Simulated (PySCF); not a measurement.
Te(Et)(SMe) (C3H8STe), SMILES CC[Te]SC.

Coordinates come from a PBE0-D3(BJ)/def2-SVP optimisation. The def2 effective core potentials stand for the cores of Te; spin–orbit coupling is left out. Other conformers were not sampled.

Calculation: PBE0-D3(BJ)/def2-SVP (PySCF 2.14.0).

Frequencies are harmonic and unscaled.

```json
[
 {"mode": "1", "ν (cm⁻¹)": "68", "IR (km/mol)": "0.1", "moving atoms (share of kinetic energy)": "C 47 %, H 43 %"},
 {"mode": "2", "ν (cm⁻¹)": "93", "IR (km/mol)": "1.7", "moving atoms (share of kinetic energy)": "C 56 %, H 30 %, S 11 %"},
 {"mode": "3", "ν (cm⁻¹)": "127", "IR (km/mol)": "0.2", "moving atoms (share of kinetic energy)": "H 54 %, C 25 %, S 15 %"},
 {"mode": "4", "ν (cm⁻¹)": "162", "IR (km/mol)": "1.8", "moving atoms (share of kinetic energy)": "H 65 %, S 23 %, C 9 %"},
 {"mode": "5", "ν (cm⁻¹)": "195", "IR (km/mol)": "0.4", "moving atoms (share of kinetic energy)": "C 49 %, H 24 %, S 16 %, Te 11 %"},
 {"mode": "6", "ν (cm⁻¹)": "267", "IR (km/mol)": "0.1", "moving atoms (share of kinetic energy)": "H 45 %, C 44 %, Te 10 %"},
 {"mode": "7", "ν (cm⁻¹)": "284", "IR (km/mol)": "0.1", "moving atoms (share of kinetic energy)": "H 72 %, C 22 %"},
 {"mode": "8", "ν (cm⁻¹)": "361", "IR (km/mol)": "4.2", "moving atoms (share of kinetic energy)": "S 78 %, Te 18 %"},
 {"mode": "9", "ν (cm⁻¹)": "499", "IR (km/mol)": "3.1", "moving atoms (share of kinetic energy)": "C 70 %, H 22 %"},
 {"mode": "10", "ν (cm⁻¹)": "718", "IR (km/mol)": "0.5", "moving atoms (share of kinetic energy)": "C 41 %, H 40 %, S 18 %"},
 {"mode": "11", "ν (cm⁻¹)": "720", "IR (km/mol)": "10.1", "moving atoms (share of kinetic energy)": "H 57 %, C 31 %, S 12 %"},
 {"mode": "12", "ν (cm⁻¹)": "960", "IR (km/mol)": "8.1", "moving atoms (share of kinetic energy)": "H 84 %, C 15 %"},
 {"mode": "13", "ν (cm⁻¹)": "962", "IR (km/mol)": "6.9", "moving atoms (share of kinetic energy)": "H 81 %, C 16 %"},
 {"mode": "14", "ν (cm⁻¹)": "965", "IR (km/mol)": "9.9", "moving atoms (share of kinetic energy)": "H 81 %, C 16 %"},
 {"mode": "15", "ν (cm⁻¹)": "982", "IR (km/mol)": "2.6", "moving atoms (share of kinetic energy)": "H 82 %, C 18 %"},
 {"mode": "16", "ν (cm⁻¹)": "1079", "IR (km/mol)": "1.7", "moving atoms (share of kinetic energy)": "C 70 %, H 30 %"},
 {"mode": "17", "ν (cm⁻¹)": "1214", "IR (km/mol)": "41.2", "moving atoms (share of kinetic energy)": "H 72 %, C 28 %"},
 {"mode": "18", "ν (cm⁻¹)": "1245", "IR (km/mol)": "3.0", "moving atoms (share of kinetic energy)": "H 77 %, C 23 %"},
 {"mode": "19", "ν (cm⁻¹)": "1325", "IR (km/mol)": "3.3", "moving atoms (share of kinetic energy)": "H 86 %, C 14 %"},
 {"mode": "20", "ν (cm⁻¹)": "1382", "IR (km/mol)": "4.9", "moving atoms (share of kinetic energy)": "H 80 %, C 20 %"},
 {"mode": "21", "ν (cm⁻¹)": "1433", "IR (km/mol)": "9.2", "moving atoms (share of kinetic energy)": "H 96 %"},
 {"mode": "22", "ν (cm⁻¹)": "1440", "IR (km/mol)": "3.3", "moving atoms (share of kinetic energy)": "H 88 %, C 12 %"},
 {"mode": "23", "ν (cm⁻¹)": "1450", "IR (km/mol)": "10.4", "moving atoms (share of kinetic energy)": "H 95 %"},
 {"mode": "24", "ν (cm⁻¹)": "1458", "IR (km/mol)": "8.6", "moving atoms (share of kinetic energy)": "H 97 %"},
 {"mode": "25", "ν (cm⁻¹)": "1478", "IR (km/mol)": "5.7", "moving atoms (share of kinetic energy)": "H 96 %"},
 {"mode": "26", "ν (cm⁻¹)": "3046", "IR (km/mol)": "23.8", "moving atoms (share of kinetic energy)": "H 97 %"},
 {"mode": "27", "ν (cm⁻¹)": "3062", "IR (km/mol)": "17.7", "moving atoms (share of kinetic energy)": "H 98 %"},
 {"mode": "28", "ν (cm⁻¹)": "3085", "IR (km/mol)": "6.9", "moving atoms (share of kinetic energy)": "H 94 %"},
 {"mode": "29", "ν (cm⁻¹)": "3135", "IR (km/mol)": "10.4", "moving atoms (share of kinetic energy)": "H 91 %, C 9 %"},
 {"mode": "30", "ν (cm⁻¹)": "3149", "IR (km/mol)": "2.8", "moving atoms (share of kinetic energy)": "H 90 %, C 10 %"},
 {"mode": "31", "ν (cm⁻¹)": "3169", "IR (km/mol)": "6.4", "moving atoms (share of kinetic energy)": "H 90 %, C 10 %"},
 {"mode": "32", "ν (cm⁻¹)": "3174", "IR (km/mol)": "1.2", "moving atoms (share of kinetic energy)": "H 90 %, C 10 %"},
 {"mode": "33", "ν (cm⁻¹)": "3192", "IR (km/mol)": "2.6", "moving atoms (share of kinetic energy)": "H 90 %, C 10 %"}
]
```
